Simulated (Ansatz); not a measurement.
Single points on the cluster B₈⁺.

```yaml
crystal:
  periodic: [false, false, false]
  atoms:
    - {symbol: B, position_ang: [-1.151587, 0.542686, -0.225267]}
    - {symbol: B, position_ang: [-0.188271, 0.845401, 1.339687]}
    - {symbol: B, position_ang: [-1.097147, -1.011690, -0.658849]}
    - {symbol: B, position_ang: [0.985846, 0.829634, -0.105956]}
    - {symbol: B, position_ang: [1.389769, -0.677822, -0.520038]}
    - {symbol: B, position_ang: [0.044192, -0.608066, 0.670777]}
    - {symbol: B, position_ang: [-0.257336, 1.864790, 0.125287]}
    - {symbol: B, position_ang: [0.274544, -1.784932, -0.625631]}
basis:
  gaussian: {orbitals: def2-SVP, initial_orbitals: start.molden}
total_charge: 1
magnetization: {spin_polarized: true, initial_magnetization: 1}
hamiltonian: {xc: pbe0, dispersion: d4}
scf: {omitted_lower_state_checks: [starts]}
output: {orbitals: {seedname: orbitals}}
```

The file start.molden holds the orbitals of an earlier run on this structure, at another level or in another basis.

```sh
$ ansatz run in.yaml --threads 4 --pin off --events-out ev --progress --plain --max-ram 4787MiB
```

Shortened log:

```
Functional definition: PBE0
1232 factors; their error is unknown
mean field evaluation 1: about -5381.8131 eV, gradient 2.5e0 eV
mean field evaluation 2: about -5381.8626 eV, gradient 5.0e-2 eV
mean field evaluation 4: about -5381.8459 eV, gradient 4.9e-4 eV
mean field -5381.84590812 eV, -197.7791891772 hartree, gradient 2.2e-5 eV, S^2 0.783085; 0 other end points of the search recorded, 0 dependent functions left out
reference -5381.84593741 eV, -197.7791902535 hartree; 20, 19 occupied and 92, 93 virtual orbitals, 1232 factors
Total energy: -5382.07170563 eV, -197.7874870826 hartree
Checks for a lower state left out: starts
```

It took 1.8 s on 4 threads of Intel Xeon Platinum 8488C on a shared host.

As the first input, with `gaussian: {orbitals: def2-TZVP, initial_orbitals: start.molden}`, `hamiltonian: {xc: {name: CAM-B3LYP}, dispersion: d4}` (abridged; 6.5 s):

```
Functional definition: CAM-B3LYP
mean field -5389.54571576 eV, -198.0621518890 hartree, gradient 1.7e-5 eV, S^2 0.788887
Total energy: -5389.77716541 eV, -198.0706575067 hartree
Checks for a lower state left out: starts
```

First input, but with `correlation: {method: ccsd_t}`, `scf: {omitted_lower_state_checks: [starts, cluster_reference]}` and without the key `hamiltonian` (abridged; 12 s):

```
Functional definition: HF
mean field -5351.80562622 eV, -196.6752291794 hartree, gradient 9.7e-6 eV, S^2 0.886469
8 core orbitals not correlated: weight in the atoms' cores, before any rotation towards them, 1.000 or more for the frozen orbitals, at most 0.000 for the correlated occupied ones
second order -16.96517355 eV of doubles, -0.00000000 eV of singles
cycle   1  -16.61296814 eV  change    3.5e-1 eV  update   1.7e-1
cycle   2  -17.31556426 eV  change   -7.0e-1 eV  update   5.9e-2
cycle   3  -17.52477465 eV  change   -2.1e-1 eV  update   3.9e-2
cycle   4  -17.53818965 eV  change   -1.3e-2 eV  update   1.8e-2
cycle   5  -17.54085598 eV  change   -2.7e-3 eV  update   1.1e-2
cycle   6  -17.54549809 eV  change   -4.6e-3 eV  update   5.2e-3
cycle   7  -17.54516420 eV  change    3.3e-4 eV  update   3.4e-3
cycle   8  -17.54657359 eV  change   -1.4e-3 eV  update   2.2e-3
cycle   9  -17.54773044 eV  change   -1.2e-3 eV  update   1.4e-3
cycle  10  -17.54696250 eV  change    7.7e-4 eV  update   8.0e-4
cycle  11  -17.54729518 eV  change   -3.3e-4 eV  update   4.8e-4
cycle  12  -17.54732331 eV  change   -2.8e-5 eV  update   2.6e-4
cycle  13  -17.54747622 eV  change   -1.5e-4 eV  update   1.4e-4
cycle  14  -17.54748249 eV  change   -6.3e-6 eV  update   7.3e-5
cycle  15  -17.54744358 eV  change    3.9e-5 eV  update   3.6e-5
cycle  16  -17.54743369 eV  change    9.9e-6 eV  update   2.0e-5
perturbative correction -1.42483580 eV, -0.0523617497 hartree
Total energy: -5370.77789570 eV, -197.3724472230 hartree
Checks for a lower state left out: starts, cluster_reference
```

Geometry: PBE-D4/def2-SVP.

Correlated methods freeze 8 core orbitals. At CCSD(T)/def2-SVP the charge 1 doublet is spin-contaminated (final ⟨S²⟩ up to 0.89, 0.75 for a pure state). Another isomer (doublet) lies 0.88 eV lower at PBE0-D4/def2-TZVP; other spin states weren't run for this one.
